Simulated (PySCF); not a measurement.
NICS in isomers of C8H12OSi.

Definitions: NICS(0) = −σiso at the ring centroid; NICS(1) = −σiso and NICS(1)zz = −σzz at ±1 Å along the ring normal z. Level: GIAO PBE0/pcSseg-1 (PySCF, non-relativistic, gas phase) on the GFN2-xTB geometries, one conformer each. Atom numbers follow the mapped SMILES.

Task: Order these rings by mean NICS(1)zz, lowest (most negative) first (ppm).
A. ring C2–C3–C4–C9–O10 in `[SiH3:1][c:2]1[cH:3][c:4]([CH:5]2[CH2:6][CH2:7][CH2:8]2)[cH:9][o:10]1`
B. ring C4–C6–C7 in `[CH3:1][C:2]#[C:3][C@@:4]1([SiH3:5])[CH2:6][C@H:7]1[C:8]([CH3:9])=[O:10]`
C. ring C3–C4–C5–C6–O10 in `[CH3:1][SiH2:2][c:3]1[cH:4][cH:5][c:6]([CH:7]2[CH2:8][CH2:9]2)[o:10]1`
D. ring C1–C2–O3–C4–C10 in `[cH:1]1[cH:2][o:3][c:4]([SiH:5]2[CH2:6][CH2:7][CH2:8][CH2:9]2)[cH:10]1`
E. ring C2–C3–C4–O5–Si6 in `[CH2:1]=[C:2]1[CH:3]=[CH:4][O:5][Si@H:6]1[CH:7]1[CH2:8][CH2:9][CH2:10]1`

Result: D (-27.8), A (-25.3), C (-24.2), B (-22.3), E (-1.5).

```json
{"SMILES": "c1coc([SiH]2CCCC2)c1", "ring": "5-membered ring with O; formal bonds all aromatic", "NICS(0)": "-11.8", "NICS(1)": "-10.8", "NICS(1)zz": "-27.8", "HOMA": "0.49", "rms pucker (Å)": "0.00", "ring atoms with four or more neighbours": "0"}
{"SMILES": "[SiH3]c1cc(C2CCC2)co1", "ring": "5-membered ring with O; formal bonds all aromatic", "NICS(0)": "-11.0", "NICS(1)": "-10.3", "NICS(1)zz": "-25.3", "HOMA": "0.46", "rms pucker (Å)": "0.00", "ring atoms with four or more neighbours": "0"}
{"SMILES": "C[SiH2]c1ccc(C2CC2)o1", "ring": "5-membered ring with O; formal bonds all aromatic", "NICS(0)": "-10.6", "NICS(1)": "-10.0", "NICS(1)zz": "-24.2", "HOMA": "0.45", "rms pucker (Å)": "0.00", "ring atoms with four or more neighbours": "0"}
{"SMILES": "CC#C[C@@]1([SiH3])C[C@H]1C(C)=O", "ring": "3-membered carbocycle; formal bonds all single", "NICS(0)": "-45.0", "NICS(1)": "-8.6", "NICS(1)zz": "-22.3", "HOMA": "–", "rms pucker (Å)": "0.00", "ring atoms with four or more neighbours": "3"}
{"SMILES": "C=C1C=CO[Si@H]1C1CCC1", "ring": "5-membered ring with O and Si; formal bonds 1 double, 4 single", "NICS(0)": "-1.3", "NICS(1)": "-2.0", "NICS(1)zz": "-1.5", "HOMA": "–", "rms pucker (Å)": "0.01", "ring atoms with four or more neighbours": "1"}
```

NICS(0) gives another order. The isotropic NICS(1) gives the same order. HOMA uses Krygowski's 1993 parameters; it is left out where a ring has a four-coordinate atom, a triple bond, no multiple bond or a kind of bond without parameters. NICS(1) and NICS(1)zz are means over the two faces.
